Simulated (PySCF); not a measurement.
# Relaxation of singlet BrPtN

Computed with PBE/[Pt def2-SVP with ECP60, N def2-SVP, Br def2-SVP], scalar-relativistic core potentials, density fitting, no spin–orbit coupling, PySCF. A (50,194) grid was used.

A hand-made linear start, of C∞v symmetry, held to at least that symmetry:

```xyz
3
charge 0 multiplicity 1, angstrom
Pt    0.0000    0.0000   -0.5660
N     0.0000    0.0000   -2.2860
Br    0.0000    0.0000    1.8040
```

At each step, columns x, y, z (Å) and Fx, Fy, Fz (eV/Å):

```
step 0  E − E(last) = 1.25 kJ/mol
Pt   0.000   0.000  -0.566   0.000   0.000  -0.985
N    0.000   0.000  -2.286   0.000   0.000   1.090
Br   0.000   0.000   1.804   0.000   0.000  -0.106
step 1  E − E(last) = 0.24 kJ/mol
Pt   0.000   0.000  -0.575   0.000   0.000   0.425
N    0.000   0.000  -2.263   0.000   0.000  -0.498
Br   0.000   0.000   1.790   0.000   0.000   0.073
step 2  E − E(last) = 0.00 kJ/mol
Pt   0.000   0.000  -0.573   0.000   0.000  -0.036
N    0.000   0.000  -2.270   0.000   0.000   0.034
Br   0.000   0.000   1.795   0.000   0.000   0.002
step 3  E − E(last) = 0.00 kJ/mol
Pt   0.000   0.000  -0.573   0.000   0.000  -0.005
N    0.000   0.000  -2.270   0.000   0.000   0.003
Br   0.000   0.000   1.795   0.000   0.000   0.002
```

It ends at C∞v with Pt–Br 2.370 Å, Pt–N 1.697 Å; Br–Pt–N 180.0° (after a last refinement on a finer grid). No frequency check is given, so it may be a saddle point.

Spin–orbit coupling, left out here, can matter for elements this heavy.

The relaxation took 5.1 s on 2 threads of a shared AMD EPYC 9R45 96-Core (Zen 5) host, with 78 basis functions and 4 gradients; the process peaked at 0.41 GiB. Launch command: `OMP_NUM_THREADS=2 python axn.py task.json out`.
